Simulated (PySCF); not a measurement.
silanone (H2OSi), SMILES O=[SiH2]. Geometry optimised at PBE-D3(BJ)/def2-TZVP.

Computed with PBE-D3(BJ)/def2-TZVP in PySCF.

Harmonic wavenumbers (cm⁻¹): 653, 657, 968, 1179, 2139, 2159. Rotational constants (GHz): 162.7, 18.19, 16.36; symmetry number 2.

**Question.** Work out the zero-point energy and the ideal-gas rigid-rotor harmonic-oscillator thermochemistry at 298.15 K and 1 atm.

**Answer.** ZPE = ½ Σ hcν = ½ × 7756 cm⁻¹ = 11.09 kcal/mol. H − E(el) = 13.66 kcal/mol. Entropy in cal/(mol K): translation 37.41, rotation 18.06, vibration 0.88, total 56.35. G − E(el) = -3.14 kcal/mol. Cp = 10.43 cal/(mol K).
